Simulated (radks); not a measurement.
Fractional charge and spin in the 3d shell of arsenic: the spin-up occupation runs from 4 to 5 and the spin-down occupation from 4 to 5; the fullest corner is As3+, [Ar] 4s2 3d(up 5, down 5). All-electron calculation, non-relativistic Kohn-Sham, PBE, spin-polarised, spherical densities, point nucleus. Program: a radial shooting solver on a logarithmic mesh with Libxc functionals. Energy (eV) minus the two flat planes that join the four corners (they meet along the diagonal where the two added fractions sum to one electron); zero is where a piecewise linear energy would lie.

down \ up       4    4.25     4.5    4.75       5
4           0.000  -2.672  -3.541  -2.640   0.000
4.25       -2.672  -3.445  -2.451   0.278  -2.455
4.5        -3.541  -2.451   0.371  -2.273  -3.251
4.75       -2.640   0.278  -2.273  -3.162  -2.421
5           0.000  -2.455  -3.251  -2.421   0.000

Corners above the fullest one (they belong to As4+ and the next ion): (up 5, down 4) 88.716 eV, (up 4, down 5) 88.716 eV, (up 4, down 4) 206.10 eV. With half an added electron in each spin the energy lies 0.371 eV from the planes, and with half an added electron in spin up alone -3.541 eV. The planes are only a guide here: the flat-plane condition holds for ground states with one frontier orbital, while this shell lies below other occupied shells, so the corners above the fullest one are inner-hole states and not the ground states of those ions.
